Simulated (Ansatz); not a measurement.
Species: C2H6SSi, SMILES `C=[SiH]SC` (C–Si–S–C torsion 0°) (charge 0, multiplicity 1).

Problem. Give a relaxed geometry from PBE0-D3(BJ)/def2-TZVP run with Ansatz (a quantum-chemistry and plane-wave program).

Solution. This is not unique; one that fits is the end point of this relaxation, one of several conformers (outside a Z-matrix the atoms follow the SMILES, hydrogens last).
Z-matrix (Å, degrees):
```
Si
C 1 1.6976
H 2 1.0823 1 124.22
H 2 1.0843 3 116.17 1 -179.99
H 1 1.4768 2 124.12 3 179.99
S 1 2.0966 5 110.04 2 -180.00
C 6 1.8153 1 99.45 5 179.97
H 7 1.0890 6 106.50 1 -179.96
H 7 1.0891 8 109.46 6 119.64
H 7 1.0891 8 109.46 9 120.72
```
